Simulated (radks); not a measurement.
Effect of the nuclear size on the scandium ion Sc+, [Ar] 3d1 4s1. Method: Dirac Kohn-Sham, PBE, spin-unpolarised, spherical densities, finite nucleus; open shells are shared between the two j in proportion to 2j + 1; Fermi nuclear charge, rms radius 3.5459 fm; computed with a radial shooting solver on a logarithmic mesh with Libxc functionals. The rms radius is varied about that value; shifts are against it.

rms radius (fm),total energy shift (eV),density at nucleus (e/bohr^3),1s1/2 shift (meV),2s1/2 shift (meV),2p1/2 shift (meV),3s1/2 shift (meV)
2.9998,-0.0110,7295,-4.66,-0.380,0.054,-0.048
3.3722,-0.00371,7271,-1.57,-0.128,0.018,-0.016
3.5459,0,7260,0.000,0.000,0.000,0.000
3.8154,0.00611,7245,2.58,0.210,-0.030,0.027
4.2976,0.0181,7221,7.65,0.623,-0.089,0.079

Slopes of the eigenvalues against <r^2> in GHz/fm^2, as finite differences over the two radii next to the reference (eigenvalue slopes, not the field-shift constants of lines): 1s1/2 315, 2s1/2 25.6, 2p1/2 -3.66, 3s1/2 3.23.
